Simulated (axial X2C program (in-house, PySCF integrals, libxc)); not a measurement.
**Density and ELF of MoTe**

Calculated with an in-house relativistic program for diatomic molecules. Two-component (2c) means X2C with spin–orbit coupling and atomic mean-field two-electron Coulomb and Gaunt terms. Basis: Te dyall-cv3z [11s12p8d4f1g], Mo dyall-cv3z [11s12p9d5f3g] (cores contracted in-house); Gaussian nuclei, density fitting, unrestricted open shells. Masses: Te 129.906 u, Mo 97.905 u.

PBE0, two-component, state Ω = 1 (⟨Sz⟩ = 2.00, ⟨Lz⟩ = -1.00 at PBE0); Te at z = 0, Mo at z = 2.553 Å.

The maps cover the half plane through the axis: z from -2.4 to 4.8 Å along the bond, ρ from 0.15 to 2.25 Å away from it.

log10 of the density in e/bohr³:

```
 ρ\z  -2.4  -1.8  -1.2  -0.6   0.0   0.6   1.2   1.8   2.4   3.0   3.6   4.2   4.8
0.15  -3.0  -2.1  -1.3  -0.2   1.8  -0.2  -1.1  -0.5   1.3   0.1  -1.2  -2.4  -3.3
0.45  -3.1  -2.2  -1.4  -0.6   0.4  -0.6  -1.2  -0.8   0.1  -0.2  -1.4  -2.4  -3.3
0.75  -3.2  -2.3  -1.6  -1.0  -0.6  -1.0  -1.3  -1.1  -0.5  -0.8  -1.6  -2.5  -3.3
1.05  -3.3  -2.5  -1.8  -1.3  -1.1  -1.3  -1.6  -1.5  -1.2  -1.3  -1.9  -2.7  -3.4
1.35  -3.5  -2.8  -2.1  -1.7  -1.5  -1.6  -1.8  -1.9  -1.7  -1.8  -2.2  -2.8  -3.5
1.65  -3.7  -3.0  -2.4  -2.0  -1.9  -2.0  -2.2  -2.2  -2.1  -2.2  -2.5  -3.0  -3.7
1.95  -3.9  -3.3  -2.8  -2.4  -2.3  -2.3  -2.5  -2.5  -2.5  -2.5  -2.8  -3.3  -3.9
2.25  -4.2  -3.6  -3.1  -2.8  -2.7  -2.7  -2.8  -2.9  -2.8  -2.9  -3.1  -3.6  -4.1
```

Electron localisation function (collinear form, no current term, damped to 0 at low density):

```
 ρ\z  -2.4  -1.8  -1.2  -0.6   0.0   0.6   1.2   1.8   2.4   3.0   3.6   4.2   4.8
0.15  0.18  0.64  0.71  0.48  0.77  0.47  0.57  0.60  0.78  0.43  0.31  0.03  0.01
0.45  0.16  0.61  0.75  0.28  0.76  0.26  0.60  0.46  0.44  0.77  0.26  0.04  0.01
0.75  0.12  0.56  0.78  0.39  0.28  0.33  0.62  0.29  0.71  0.62  0.23  0.06  0.01
1.05  0.08  0.47  0.76  0.71  0.49  0.63  0.60  0.24  0.45  0.44  0.25  0.10  0.02
1.35  0.04  0.35  0.68  0.78  0.73  0.70  0.54  0.27  0.34  0.40  0.29  0.13  0.02
1.65  0.01  0.21  0.54  0.70  0.71  0.61  0.44  0.29  0.33  0.39  0.32  0.14  0.02
1.95  0.00  0.09  0.35  0.54  0.57  0.46  0.30  0.27  0.33  0.36  0.29  0.11  0.01
2.25  0.00  0.02  0.16  0.33  0.37  0.28  0.17  0.19  0.27  0.29  0.20  0.05  0.00
```

Axial spin density in 10⁻³ e/bohr³:

```
 ρ\z  -2.4  -1.8  -1.2  -0.6    0.0   0.6  1.2   1.8    2.4    3.0   3.6  4.2  4.8
0.15  -0.2  -0.9  -4.0  -0.1  -23.8  -1.9  1.5  71.4  101.2  126.8  21.4  1.9  0.3
0.45  -0.1  -0.8  -3.7  -4.2   -2.0  -6.9  1.1  55.4  130.9  126.2  19.1  2.0  0.3
0.75  -0.1  -0.6  -2.9  -7.0   -6.5  -9.8  0.7  32.7  103.9   74.1  14.6  2.0  0.3
1.05  -0.1  -0.4  -1.9  -5.6   -8.8  -7.3  0.6  16.7   44.0   34.4   9.6  1.7  0.3
1.35  -0.1  -0.3  -1.1  -3.2   -5.2  -3.9  0.5   8.1   17.8   15.2   5.5  1.3  0.2
1.65   0.0  -0.1  -0.6  -1.5   -2.4  -1.8  0.4   3.8    7.4    6.6   2.9  0.8  0.2
1.95   0.0  -0.1  -0.3  -0.7   -1.0  -0.7  0.3   1.8    3.1    2.9   1.5  0.5  0.1
2.25   0.0   0.0  -0.1  -0.3   -0.4  -0.3  0.2   0.8    1.4    1.3   0.7  0.3  0.1
```

One determinant describes the state; a PBE0 search over occupations chose it and may have missed a lower one. Density functionals use the spin component along the axis (collinear). Without a current term, density functionals place determinants with orbital angular momentum somewhat too high. With several unpaired electrons one determinant need not be a pure state. Open-shell Ω = 0 determinants with evenly filled partner blocks cannot be reached by this program, so the Ω shown need not be the lowest component. The determinant is spin-polarised beyond a pure state at some levels (its spin-free form has ⟨S²⟩ too high), which makes Re and μ there less reliable.
